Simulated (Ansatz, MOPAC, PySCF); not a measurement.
Stepwise substitution at one centre (In CH3-H). Isolated molecules, 0 K electronic values unless said otherwise. Strings in code marks are SMILES.

Quantity: redistribution energy (mixed species minus the weighted end members), in kcal/mol. Semi-empirical values (MOPAC) are differences of heats of formation.

Level 1: PBE-D3(BJ)/def2-TZVP // M06-2X/def2-TZVP (PySCF)
Level 2: PBE/6-31G* (LANL2DZ on In) // M06-2X/def2-TZVP (PySCF)
Level 3: HF/def2-TZVPP // M06-2X/def2-TZVP (Ansatz, an electronic-structure program)
Level 4: PM6 // M06-2X/def2-TZVP (MOPAC)

| species | level 2 | level 3 | level 4 |
|---|---|---|---|
| 1 of 3 CH3 replaced by H: `[CH3][InH][CH3]` | -0.23 | -0.23 | -2.12 |
| 2 of 3 CH3 replaced by H: `[CH3][InH2]` | -0.32 | -0.24 | -2.19 |

Task: What does level 1 give for each?

Result: 
- 1 of 3 CH3 replaced by H: `[CH3][InH][CH3]`: -0.11
- 2 of 3 CH3 replaced by H: `[CH3][InH2]`: -0.12
